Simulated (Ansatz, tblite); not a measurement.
Adding an electron: Ta2O4⁺. The state is a doublet with charge 1. Geometry: r2SCAN-D4/def2-SVP. Ansatz, gas phase; energy differences of separate SCF runs; the reduced species is a triplet (the singlet lies 0.43 eV higher at PBE0-D4/def2-TZVP).

```xyz
6

Ta    1.077    0.776    0.535
Ta   -0.411   -1.316   -0.387
O     0.163   -0.719    1.369
O    -1.881   -0.542   -0.788
O    -0.015    2.079    0.367
O     1.068   -0.278   -1.095
```

In the def2 sets Ta takes a core potential; there is no spin–orbit coupling. The xTB rows come from tblite. The structure comes from a short search, and lower isomers may exist.

(1) Estimate orbital energies and vertical electron affinities at: GFN1-xTB; GFN2-xTB; PBE-D4/def2-TZVP; r2SCAN-D4/def2-TZVP; PBE0-D4/def2-TZVP.

Results:

(1) 
```csv
level,−HOMO (eV),−LUMO (eV),vertical EA (eV),HOMO–LUMO gap (eV)
GFN1-xTB,–,–,10.23,–
GFN2-xTB,–,–,13.31,–
PBE-D4/def2-TZVP,9.96,9.05,6.78,0.91
r2SCAN-D4/def2-TZVP,10.18,9.18,7.09,1.00
PBE0-D4/def2-TZVP,10.86,8.60,7.14,2.26
```

  HOMO and LUMO are the levels of the spin that leaves or enters (xTB has no such levels and no spin-polarisation term). Other spin states of the ions may lie lower, which would lower the ionisation energy or raise the affinity. Raw xTB energy differences between charge states are shifted by several eV; the methods need an empirical correction for them.
